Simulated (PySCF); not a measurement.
# Reading the logs of faulty runs: C2H7OSi

Calculated results; nothing here was measured. They come from PySCF 2.14.0, an open-source quantum chemistry program, on an isolated molecule that a program drew, which may never have been made. The molecule is C2H7OSi (charge 0, doublet), drawn as the SMILES string `C[SiH]CO`.

Each row is a Hartree-Fock (HF) and frozen-core CCSD(T) single point in the cc-pV(D+d)Z basis, meant for a local HF minimum. Run 1 is clean. Each other run has one planted mistake out of seven kinds, and not every kind appears here: one electron removed, one electron added, multiplicity raised by two, geometry at a saddle point, minimal basis STO-3G, one bond length entered in bohr, all coordinates scaled. The reference is restricted for singlets and unrestricted otherwise, and also for a bond in bohr. Adding or removing an electron swaps singlet and doublet. Electrons count all cores. HOMO and LUMO are orbital energies over both spins, the gradient is its largest component, and the lowest frequency (negative if imaginary) is given only where the gradient is small. Bond lengths are over the 10 bonds as drawn. T1 is the CCSD diagnostic: over 0.02 (restricted) or 0.045 (unrestricted) a single reference is doubtful.

Geometry of the clean run:
```xyz
11
C2H7OSi, angstrom
C    -1.1132    0.8414    0.1992
Si    0.5246   -0.0931    0.1022
C     1.2099   -0.4700    1.8419
O     2.4190   -1.1993    1.8186
H    -1.5018    1.0473   -0.8012
H    -0.9846    1.7998    0.7130
H    -1.8664    0.2642    0.7418
H     1.5267    0.6762   -0.6805
H     1.4340    0.4757    2.3432
H     0.4527   -0.9691    2.4602
H     2.2620   -2.0490    1.4350
```

```
run,electrons,basis functions,<S^2>,HOMO (eV),LUMO (eV),gradient (hartree/bohr),lowest frequency (cm^-1),mean bond (Å),longest bond (Å),T1,HF (hartree),CCSD(T) (hartree),mistake
1,41,100,0.753,-8.56,1.84,3.5e-05,89,1.3112,1.907,0.0107,-443.56982,-444.19611,no fault
2,41,100,1.289,-8.62,1.45,4.5e-02,-,1.4809,3.605,0.0471,-443.48629,-444.09880,one bond length entered in bohr
3,41,100,3.764,-3.10,0.54,1.2e-01,-,1.3112,1.907,0.0473,-443.33171,-443.95013,multiplicity raised by two
4,41,31,0.752,-6.32,6.34,5.2e-02,-,1.3112,1.907,0.0059,-438.27817,-438.50256,?
```

**Which mistake was planted in run 4, and what did it cost?**

It has 31 basis functions where the clean run has 100, with the same electrons and geometry. So the mistake is: minimal basis STO-3G. Subtracting run 1 and multiplying by 627.51 kcal/mol a hartree, the energy moved by 3320.6 kcal/mol in HF and 3572.8 kcal/mol in CCSD(T).

Cautions from the logs. Run 2: T1 is over the limit, so its CCSD(T) energy is less reliable; run 3: T1 is over the limit, so its CCSD(T) energy is less reliable.
